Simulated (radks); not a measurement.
Cr, 24 electrons, occupied as [Ar] 3d5 4s1 (the NIST ground configuration).

Calculated with a radial shooting solver on a logarithmic mesh with Libxc functionals: non-relativistic Kohn-Sham, LDA (Slater exchange, Perdew-Wang correlation), spin-polarised, spherical densities, point nucleus; open shells are filled with parallel spins first.

Energy parts (eV):
part                      energy
total                 -28359.941
kinetic                28323.184
electron-nucleus      -67469.970
Hartree                12051.279
exchange-correlation   -1264.434

Orbitals (lengths in bohr, moments of r in powers of bohr; r(max) is where P^2 peaks; r(90%) holds 90 % of the orbital's charge):
orbital  occ.  eigenvalue (eV)       <r^4>     <r^2>   r(max)  r(90%)
1s up       1        -5818.673  0.00007857  0.005546  0.04232   0.115
1s down     1        -5818.643  0.00007856  0.005546  0.04232   0.115
2s up       1        -655.6244     0.01898    0.1042   0.2467   0.461
2s down     1        -653.8461     0.01883    0.1038   0.2465   0.460
2p up       3        -557.8176     0.01448   0.08419   0.1988   0.429
2p down     3        -556.4514     0.01433   0.08381   0.1986   0.428
3s up       1         -72.8824       1.519    0.9622   0.7842    1.37
3s down     1         -68.6527       1.539    0.9672   0.7848    1.37
3p up       3         -45.8078       2.228     1.115   0.7999    1.50
3p down     3         -41.6357       2.285     1.125   0.8010    1.51
4s up       1          -4.5332       284.8     12.90    2.714    5.08
3d up       5          -3.9792       30.48     3.010   0.8306    2.67
4s down     0          -2.4854       600.3     17.88    2.962    6.11
3d down     0          -0.2861       386.0     7.090   0.8446    4.04

The highest occupied level is 3d up at -3.979 eV. Summed over all electrons, <r^2> = 37.33 bohr^2, which gives a Langevin (diamagnetic) susceptibility term of -29.6 x 10^-6 cm^3/mol. The density falls to 0.001 e/bohr^3 at r = 4.41 bohr. The electron density at the nucleus is 9276 e/bohr^3. Virial ratio -V/T = 2.00130.
